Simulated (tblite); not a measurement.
Compound: C7H12Ge.
Atom-mapped SMILES: `[CH3:1][CH2:2][CH2:3][C:4]1=[CH:5][CH:6]=[CH:7][GeH2:8]1` (hydrogens: H9, H10, H11 on C1; H12, H13 on C2; H14, H15 on C3; H16 on C5; H17 on C6; H18 on C7; H19, H20 on Ge8)

Geometry (GFN2-xTB, Å), atoms numbered from 1 in this order:
```
atom  x, y, z in Å
C1     3.1659   -0.3028    0.2387
C2     1.6559   -0.4580    0.3553
C3     0.9046    0.5620   -0.4987
C4    -0.5718    0.3959   -0.3784
C5    -1.4490    1.3990   -0.2450
C6    -2.8662    1.0675   -0.1623
C7    -3.2162   -0.2220   -0.2221
Ge8   -1.5932   -1.2867   -0.3939
H9     3.4861   -0.4346   -0.7928
H10    3.4738    0.6875    0.5680
H11    3.6756   -1.0410    0.8534
H12    1.3623   -1.4633    0.0343
H13    1.3530   -0.3405    1.3988
H14    1.1938    1.5773   -0.2108
H15    1.1924    0.4210   -1.5463
H16   -1.1546    2.4396   -0.2006
H17   -3.5803    1.8737   -0.0578
H18   -4.2409   -0.5478   -0.1706
H19   -1.4735   -2.0991   -1.6531
H20   -1.3228   -2.2169    0.7555
```

Level: GFN2-xTB in tblite, geometry and Hessian alike; calculated harmonic values, unscaled, isolated species. Errors from tens to a few hundred cm⁻¹ against measured bands are possible. Modes of hydrogen on germanium can be 10 to 20 % off. One conformer, not necessarily the lowest.

Harmonic wavenumbers (cm⁻¹): 34.2, 79.0, 106.3, 182.9, 229.4, 257.4, 295.1, 322.7, 360.8, 429.7, 490.9, 521.4, 561.7, 595.6, 627.0, 732.7, 764.4, 783.3, 827.7, 863.1, 897.1, 910.8, 941.6, 1021.3, 1068.6, 1090.2, 1101.8, 1121.6, 1183.9, 1220.7, 1241.2, 1268.9, 1279.1, 1304.1, 1354.2, 1415.6, 1472.5, 1486.8, 1503.5, 1505.4, 1560.3, 1634.5, 1941.8, 2002.9, 2920.0, 2931.5, 2950.8, 2967.9, 3028.6, 3031.7, 3038.3, 3041.2, 3051.8, 3092.1.

A = 2761, B = 864.0, C = 685.0 MHz; mass 170.015 u (most abundant isotopes); point group C1, symmetry number 1.

Question: What is the zero-point energy?

Answer: Half the sum of the wavenumbers: 35324 cm⁻¹ = 101.00 kcal/mol.

Question: Give the ideal-gas entropy at 273.15 K and 1 bar in the rigid-rotor, harmonic-oscillator model (classical rotation).

Answer: Translation 40.89, rotation 29.40, vibration 25.59: S = 95.9 cal/(mol K).

Question: And Cp and H(273.15 K) − H(0)?

Answer: Cp = 36.32 cal/(mol K), of which vibrations give 28.37 (their classical limit is 54 R = 107.3); H(273.15 K) − H(0) = 5.91 kcal/mol without the zero-point energy, 3.74 from vibrations.

Question: What must be added to the electronic energy to get the Gibbs energy at 273.15 K and 1 bar?

Answer: ZPE + [H(273.15 K) − H(0)] − T·S = 101.00 + 5.91 − 26.19 = 80.72 kcal/mol.

Question: Which modes carry the vibrational entropy at 273.15 K?

Answer: 34.2 cm⁻¹: 5.40; 79.0 cm⁻¹: 3.74; 106.3 cm⁻¹: 3.17; 182.9 cm⁻¹: 2.14; 229.4 cm⁻¹: 1.73; 257.4 cm⁻¹: 1.53 cal/(mol K); the other 48 give 7.89 together.

Question: How do the functions run with temperature in this model?

Answer: 
```
T (K)  S (cal/(mol K))  Cp (cal/(mol K))  H − H(0) (kcal/mol)  G − H(0) (kcal/mol)  ln q(vib)
  100             70.4              17.7                 1.26                -5.78       1.75
  200             85.9              28.3                 3.55               -13.63       4.16
  300             99.4              39.3                 6.93               -22.90       6.66
  500            124.3              59.0                16.85               -45.32      11.82
  800            156.6              78.2                37.69               -87.62      19.44
 1000            175.0              86.6                54.21              -120.82      24.24
```

q(vib) and H(0) count from the zero-point level.

Question: Blend soft modes into free rotors: weight 1/[1 + (100 cm⁻¹/ν̃)⁴] for the oscillator and the rest for a rotor with moment μB/(μ + B), μ = h/(8π²ν), B = 10⁻⁴⁴ kg m². What vibrational entropy results?

Answer: 23.35 cal/(mol K) in place of 25.59, which changes −T·S at 273.15 K by +0.61 kcal/mol.

Hindered rotation and anharmonicity are outside this model. Other conformers, if any are populated, would add a mixing term that is left out. The structure is chiral; the term R ln 2 for an equal mix with its mirror image is left out.
